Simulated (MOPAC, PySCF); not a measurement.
Isomers of CH6B2. Isolated molecules, 0 K electronic values unless said otherwise. One relaxed conformer stands for each flexible species; it need not be the lowest. Strings in code marks are SMILES.

Quantity: electronic energy of isomers of CH6B2 relative to `BCB`, in kcal/mol. Semi-empirical values (MOPAC) are differences of heats of formation.

Level 1: BP86/6-31G* // PBE0-D3(BJ)/def2-TZVP (PySCF)
Level 2: PBE/6-31G* // PBE0-D3(BJ)/def2-TZVP (PySCF)
Level 3: PM6 // PBE0-D3(BJ)/def2-TZVP (MOPAC)
Level 4: PM7 // PBE0-D3(BJ)/def2-TZVP (MOPAC)

| species | level 1 | level 2 | level 3 | level 4 |
|---|---|---|---|---|
| `BBC` | 4.33 | 4.23 | 9.66 | 1.55 |
